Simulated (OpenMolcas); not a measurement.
# Ag3+: moving or changing the point charges

Ag3+ among 2 point charges of -2 e arranged as a linear pair (D∞h), 2.03 Å from the ion.
```
   0.0000    0.0000    2.0300  -2.00
   0.0000    0.0000   -2.0300  -2.00
```

```
Program             : OpenMolcas
Method              : SS-CASPT2, IPEA 0.25 Eh, imaginary shift 0.1 Eh (closed shells correlated: 4s 4p)
Basis               : ANO-RCC-VTZP [7s6p4d2f1g]
Scalar Hamiltonian  : DKH2, point nucleus
Active space        : 8 electrons in 5 orbitals (4d)
State averaging     : 2S+1 = 3 even, 10 roots; 2S+1 = 1 even, 15 roots
Spin-orbit coupling : RASSI with atomic mean-field integrals over the reference wave functions
```

Runs around this geometry, states (labels by Λ). Energies in cm-1 above the lowest state or level, χT in cm3 K/mol.

```csv
R (Å),q (e),Ground state,First state of that spin,First gap with spin-orbit (degeneracies),χT at 300 K,First state of another spin
2.03,-1.6,3Π,3Σ 1320,"130 (1, 2)",3.212,1Σ 10140
1.95,-2,3Π,3Σ 1910,"220 (1, 2)",2.843,1Σ 8750
2.03,-2,3Π,3Σ 1550,"190 (1, 2)",2.998,1Σ 9410
2.23,-2,3Π,3Σ 920,"150 (1, 2)",3.234,1Σ 10700
```

Taking the first state of the same spin as R^-n, n = -ln(920 / 1910) / ln(2.23 / 1.95) = 5.4 between the shortest and longest distance.

Scaling the charges by -1.6 / -2 = 0.80 scales the first state of the same spin by 1320 / 1550 = 0.85; with fixed orbitals a first-order splitting would follow the charge.

Roots that are degenerate in the reference are averaged as groups; the widest CASPT2 spread within a group is 34 cm-1 (the 2-fold group of multiplicity 1 near 32600 cm-1 above the lowest state of its run, R = 2.03, q = -1.6). Shifts and gaps below about the spread of the groups concerned are not significant. Real 4d8 and 5d8 ions are as a rule square planar and diamagnetic. Free-ion shares, where given, are those of the reference states; single-state CASPT2 does not remix them. Spin-orbit coupling mixes the spin-free states strongly: the lowest level takes only 56 % from its leading state, 3Π (figures for R = 2.03, q = -1.6; the like holds for R = 1.95, q = -2, R = 2.03, q = -2, R = 2.23, q = -2). Point charges carry no covalency, so the field is a model and not that of real ligands. No measured value stands beside these numbers.
